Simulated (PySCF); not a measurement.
Two species compared at the same levels of theory.

First species: C5H15NOSi2.
Numbering: `[CH3:1][CH2:2][O:3][Si@:4]1([CH2:5][SiH3:6])[CH2:7][CH2:8][NH:9]1` (hydrogens: H10, H11, H12 on C1; H13, H14 on C2; H15, H16 on C5; H17, H18, H19 on Si6; H20, H21 on C7; H22, H23 on C8; H24 on N9)

Cartesian coordinates in Å at the GFN2-xTB level; atoms count from 1:
```
atom  x, y, z in Å
C1     2.4807    0.9039    0.6156
C2     2.1098    0.7517   -0.8521
O3     1.3202   -0.3783   -1.0710
Si4   -0.2445   -0.6127   -0.7159
C5    -1.2934    0.9592   -0.9744
Si6   -1.2286    2.2689    0.3977
C7    -0.7800   -1.7133    0.7519
C8    -1.2625   -2.7338   -0.2820
N9    -0.7167   -2.0832   -1.4594
H10    3.1223    1.7701    0.7533
H11    3.0035    0.0144    0.9563
H12    1.5790    1.0274    1.2101
H13    3.0122    0.6250   -1.4596
H14    1.5772    1.6452   -1.1990
H15   -2.3339    0.6677   -1.1124
H16   -0.9838    1.4210   -1.9124
H17    0.0218    3.0337    0.3219
H18   -1.3277    1.6505    1.7228
H19   -2.3470    3.2030    0.2243
H20    0.0152   -2.1048    1.3771
H21   -1.5737   -1.3461    1.3933
H22   -0.8482   -3.7375   -0.1488
H23   -2.3550   -2.8096   -0.3152
H24   -0.9587   -2.4028   -2.3812
```

Second species: C4H4F4O.
SMILES with atom numbers: `[CH2:1]=[C:2]([O:3][CH2:4][F:5])[C:6]([F:7])([F:8])[F:9]` (hydrogens: H10, H11 on C1; H12, H13 on C4)

Levels: PBE0/pcSseg-1 for dipole moment, HOMO energy, LUMO energy and HOMO–LUMO gap; GFN2-xTB for rotational constant A and rotational constant C. Geometries: GFN2-xTB. Each structure is a single optimised conformer of the isolated species, non-relativistic unless stated; the electronic structure was computed with PySCF and density fitting.

The conformers computed, where there is a choice (atom-mapped SMILES and torsion angles):
- `[CH3:1][CH2:2][O:3][Si@:4]1([CH2:5][SiH3:6])[CH2:7][CH2:8][NH:9]1`: C1–C2–O3–Si4 74°, C2–O3–Si4–C5 37°, O3–Si4–C5–Si6 -80°
- `[CH2:1]=[C:2]([O:3][CH2:4][F:5])[C:6]([F:7])([F:8])[F:9]`: C1–C2–O3–C4 -1°, C2–O3–C4–F5 180°, C1–C2–C6–F7 -3°

```
             property   column X   column Y
        dipole moment     1.00 D     3.59 D
          HOMO energy   -6.36 eV   -7.95 eV
          LUMO energy    0.63 eV   -0.46 eV
        HOMO–LUMO gap    6.99 eV    7.49 eV
rotational constant A  1.299 GHz  3.066 GHz
rotational constant C  0.666 GHz  0.828 GHz
```

Task: Which column belongs to which species?

Result: Column X is the first species and column Y the second. The first has 24 atoms and 88 electrons, the second 13 and 72.

Task: How does each property change from the first species to the second?

Result: dipole moment +2.59 D; HOMO energy -1.59 eV; LUMO energy -1.09 eV; HOMO–LUMO gap +0.50 eV; rotational constant A +1.767 GHz; rotational constant C +0.162 GHz.

On the first: The dipole equals about 3.3 × 10⁻³⁰ C·m (1 D = 3.33564 × 10⁻³⁰ C·m). A dipole of 1.00 D is allowed in C1, and pure rotational transitions are dipole-allowed.

On the second: The dipole matches unit charges of opposite sign 0.75 Å apart (1 e·Å = 4.8032 D).
